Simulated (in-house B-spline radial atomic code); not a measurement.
**Ionising Mn⁷⁺ with different functionals**

Computed with an all-electron radial atomic-structure program (B-spline basis): non-relativistic Hamiltonian, point nucleus, spin-polarised at highest spin, spherical fractional occupations for the functionals, the average over the highest-spin determinants for Hartree-Fock. The ionisation energy is the difference of two self-consistent energies, [Ne] 3s2 3p6 → [Ne] 3s2 3p5, without Breit or QED terms; ε is the level of the shell that loses the electron (its least bound occupied spin orbital).

Hybrids are left out here: with spherical fractional occupations of an open shell their exact exchange keeps a self-interaction that integer-occupation calculations don't have.

```tsv
method	rung	ΔSCF (eV)	-ε(3p) (eV)
Hartree-Fock	Hartree-Fock	194.43	195.49
LDA VWN5	LDA	195.48	182.57
LDA PW92	LDA	195.47	182.56
LDA exchange-only	LDA	193.33	180.50
PBE	GGA	195.50	182.64
PBEsol	GGA	195.35	182.48
BLYP	GGA	195.33	182.47
RPBE	GGA	195.49	182.64
PW91	GGA	195.65	182.78
BP86	GGA	195.62	182.74
AM05	GGA	195.32	182.44
OLYP	GGA	195.98	183.18
TPSS	meta-GGA	195.80	183.01
SCAN	meta-GGA	196.47	183.88
r2SCAN	meta-GGA	196.40	183.84
M06-L	meta-GGA	196.57	183.91
revTPSS	meta-GGA	195.67	182.89
```

**Question.** How do they compare with the NIST value?

**Answer.** NIST lists 195.5 eV ± 0.3 (semi-empirical, ground level to ground level). Errors run from -2.17 to +1.07 eV; PBE is closest (+0.00 eV), though others lie within the uncertainty of it, and part of that can be cancellation, since the calculations leave out relativity, Breit-QED terms, multiplet and fine-structure energies. Hartree-Fock also lacks correlation.
